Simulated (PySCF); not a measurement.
Molfile (atoms numbered from 1):
```
C6H13PSi
     RDKit          3D

 21 21  0  0  0  0  0  0  0  0999 V2000
   -1.2273    1.8982    0.6219 C   0  0  0  0  0  0  0  0  0  0  0  0
   -0.5067    0.7947   -0.0820 C   0  0  0  0  0  0  0  0  0  0  0  0
   -0.7961   -0.5026   -0.0850 C   0  0  0  0  0  0  0  0  0  0  0  0
   -1.9154   -1.2002    0.6173 C   0  0  0  0  0  0  0  0  0  0  0  0
    0.1014   -1.3668   -0.9322 C   0  0  0  0  0  0  0  0  0  0  0  0
    1.6271   -0.3599   -1.2906 P   0  0  0  0  0  0  0  0  0  0  0  0
    2.6218   -0.5827    0.7051 Si  0  0  0  0  0  4  0  0  0  0  0  0
    0.6727    1.1990   -0.9281 C   0  0  0  0  0  0  0  0  0  0  0  0
   -1.6230    2.6069   -0.1062 H   0  0  0  0  0  0  0  0  0  0  0  0
   -2.0500    1.5262    1.2251 H   0  0  0  0  0  0  0  0  0  0  0  0
   -0.5379    2.4395    1.2699 H   0  0  0  0  0  0  0  0  0  0  0  0
   -1.5160   -1.9202    1.3324 H   0  0  0  0  0  0  0  0  0  0  0  0
   -2.5595   -0.5055    1.1476 H   0  0  0  0  0  0  0  0  0  0  0  0
   -2.5199   -1.7510   -0.1035 H   0  0  0  0  0  0  0  0  0  0  0  0
    0.3618   -2.3090   -0.4433 H   0  0  0  0  0  0  0  0  0  0  0  0
   -0.3961   -1.6181   -1.8771 H   0  0  0  0  0  0  0  0  0  0  0  0
    1.7417   -0.4156    1.8667 H   0  0  0  0  0  0  0  0  0  0  0  0
    3.1972   -1.9277    0.7502 H   0  0  0  0  0  0  0  0  0  0  0  0
    3.6759    0.4303    0.7736 H   0  0  0  0  0  0  0  0  0  0  0  0
    0.3302    1.6424   -1.8714 H   0  0  0  0  0  0  0  0  0  0  0  0
    1.3092    1.9390   -0.4362 H   0  0  0  0  0  0  0  0  0  0  0  0
  1  2  1  0
  2  3  2  0
  3  4  1  0
  3  5  1  0
  5  6  1  0
  6  7  1  0
  6  8  1  0
  8  2  1  0
  1  9  1  0
  1 10  1  0
  1 11  1  0
  4 12  1  0
  4 13  1  0
  4 14  1  0
  5 15  1  0
  5 16  1  0
  7 17  1  0
  7 18  1  0
  7 19  1  0
  8 20  1  0
  8 21  1  0
M  END
```

Theoretical values (PySCF): GFN2-xTB geometry, σ from GIAO-PBE0/pcSseg-1. One computed conformer, no solvent model, one averaged value for each set of equivalent atoms, relativity neglected.

Q: Predict the 2D correlation tables (HSQC, COSY, HMBC).

A: 

HSQC (one-bond C–H):
```
                           δH            δC
       2.54 (H15/H16/H20/H21)  38.4 (C5/C8)
1.86 (H9/H10/H11/H12/H13/H14)  19.2 (C1/C4)
```

HMBC (two and three bonds, from the bond graph):
```
                           δH                                         δC
           3.66 (H17/H18/H19)                               38.4 (C5/C8)
       2.54 (H15/H16/H20/H21)  139.7 (C2/C3), 38.4 (C5/C8), 19.2 (C1/C4)
1.86 (H9/H10/H11/H12/H13/H14)                139.7 (C2/C3), 38.4 (C5/C8)
```

No COSY cross peaks are expected.

Scale: 1H (σref 31.72), 13C (σref 186.93) vs TMS (reference shieldings calculated alike).

Short H···H contacts in this conformer between protons four or more bonds apart (candidates for NOE cross peaks, intensity ∝ r⁻⁶): H11···H21 2.56 Å.

Shifts are as computed. Against solution values, carbons near 30 ppm lie about +3 ppm off and those near 130 ppm about +5 ppm. Of 1211 compounds with measured shifts, 218 miss one by over three times the rms of a fit or turn the order of signals round; such compounds aren't used in these exercises.
